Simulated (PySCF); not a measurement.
## Multinuclear NMR of C7H4F4O

Geometry (Å), atoms numbered from 1 in this order:
```xyz
16

F     3.6357    1.0565    0.0639
C     2.3500    0.6975    0.0506
C     1.8981   -0.3496   -0.6151
C     0.4405   -0.7159   -0.6004
C    -0.3208    0.2714    0.2548
C    -1.7507    0.1138    0.4151
F    -2.3654    1.0339    1.1909
C    -2.5431   -0.8293   -0.1083
F    -3.8508   -0.9018    0.0889
F    -2.1386   -1.8204   -0.8937
C     0.2952    1.2927    0.8694
O     1.6190    1.5562    0.8057
H     2.5780   -0.9601   -1.1827
H     0.0479   -0.7175   -1.6234
H     0.3173   -1.7330   -0.2121
H    -0.2201    2.0147    1.4851
```

PySCF 2.14.0 with density-fitted response routines calculation with geometry from GFN2-xTB and shielding tensors at PBE0/pcSseg-1 (GIAO); relativity neglected, one conformer, fast rotation and ring inversion assumed for equivalent nuclei, isolated molecule.

Q: What are the $^{19}$F shifts?

A: 
| atoms | environment | σ (ppm) | δ (ppm) |
| --- | --- | --- | --- |
| F1 | vinylic fluorine | 269.0 | -96.7 |
| F9 | vinylic fluorine | 269.7 | -97.3 |
| F10 | vinylic fluorine | 292.6 | -118.0 |
| F7 | vinylic fluorine | 373.6 | -191.1 |

Shieldings were converted by a linear fit to measured shifts: $^{19}$F (scatter 6.0 ppm rms, 7.0 ppm with the 5 outliers that the fit left out vs CFCl3, solution or neat liquid, with a term for F on sp3 carbon). A few per cent of atoms miss by over 2 rms, more outside the fitted compound classes.

On a 500 MHz spectrometer $^{19}$F resonates near 470.5 MHz, so 1 ppm is 470.5 Hz.

Q: Where does $^{17}$O resonate?

A: 
| atoms | environment | σ (ppm) | δ (ppm) |
| --- | --- | --- | --- |
| O12 | ether oxygen | 163.5 | 117.7 |

Shieldings were converted by a linear fit to measured shifts: $^{17}$O: δ = 266.70 − 0.911σ (rms 10.7 ppm, 155 shifts, 12.2 ppm with the 3 outliers that the fit left out vs liquid water, solution or neat liquid). Occasional misses reach two or three times the rms, and more in compound classes unlike the fitted ones.

On a 500 MHz spectrometer $^{17}$O resonates near 67.8 MHz, so 1 ppm is 67.8 Hz.
